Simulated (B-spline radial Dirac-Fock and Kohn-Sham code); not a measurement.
**Satellites and hypersatellites of the K lines of Mn⁴⁺**

System: Mn⁴⁺, configuration 1s2 2s2 2p6 3s2 3p6 3d1 4s2 (an excited configuration).

These are calculated numbers from a B-spline atomic structure program; the model is Dirac-Fock ΔSCF + Breit + QED. Each two-hole energy is an average over J within one jj subconfiguration, not an observable level; in light atoms, where LS coupling holds, the j-resolved values are not observed lines, and for a K spectator the Kα1 hypersatellite is nearly forbidden. Correlation energy is missing from these numbers.

Lines without a spectator: Kα2 (K-L2) 5882.9 eV, Kα1 (K-L3) 5893.1 eV, Kβ3 (K-M2) 6499.9 eV, Kβ1 (K-M3) 6501.4 eV. Shifts in eV with one spectator hole (a dash: not computed, or left out as unreliable):

```tsv
spectator hole	Kα2	Kα1	Kβ3	Kβ1
L2 (2p1/2)	+23.59	+28.98	–	+70.6
L3 (2p3/2)	+27.16	+25.95	+68.7	–
M2 (3p1/2)	–	+2.35	+8.02	+9.65
M3 (3p3/2)	+2.16	–	+9.30	+8.87
```

Question: Where does the K-L3 hypersatellite lie, emitted when both K electrons are missing?

Answer: +262.8 eV from the normal line, at 6155.9 eV. Removing both K electrons costs 13643.8 eV, which is 362.8 eV more than twice the K binding energy. In light atoms the observed hypersatellite is the ¹S₀ → ¹P₁ component, which lies below this average, and the triplet component is nearly forbidden.

With n spectator holes in 2p, averaged over the 2p shell (energies in eV):

```
n    KαLⁿ   step  hypersatellite KαʰLⁿ
0  5889.7      –                6151.9
1  5916.6  +26.9                6180.2
2  5944.9  +28.3                6209.8
3  5974.5  +29.6                6240.7
4  6005.4  +30.9                6273.0
5  6037.7  +32.3                6306.6
```
